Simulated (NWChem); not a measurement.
System: Si4H8O; SMILES [SiH2]1[SiH]([SiH2][SiH2]1)O

Here is an NWChem input.

```
start job
memory heap 200 mb stack 900 mb global 1100 mb
geometry units angstroms noautoz
  O      0.010916     2.838846     0.000000
  Si     0.445704     1.225372     0.000000
  Si    -0.266585    -0.331112     1.634697
  Si     0.182916    -1.978632     0.000000
  Si    -0.266585    -0.331112    -1.634697
  H     -0.933325     3.022815     0.000000
  H      1.940111     1.208408     0.000000
  H      0.396379    -0.396727     2.973224
  H     -1.754207    -0.265123     1.816197
  H      1.628480    -2.365086     0.000000
  H     -0.674711    -3.201839     0.000000
  H     -1.754207    -0.265123    -1.816197
  H      0.396379    -0.396727    -2.973224
end
basis spherical
  * library def2-tzvp
end
dft
  xc pw6b95
  iterations 150
  semidirect filesize 400000000
  mulliken
end
task dft energy
```

Coordinates come from a PBE0/def2-SVP optimisation.

Question: Predict the main results of this run. (PW6B95/def2-TZVP.) Quantities: energy (Ha); highest occupied level (eV); orbital gap (eV); dipole (D).

Answer: 
```json
{
 "energy (Ha)": "-1239.24",
 "highest occupied level (eV)": "-7.09",
 "orbital gap (eV)": "5.78",
 "dipole (D)": "1.15"
}
```
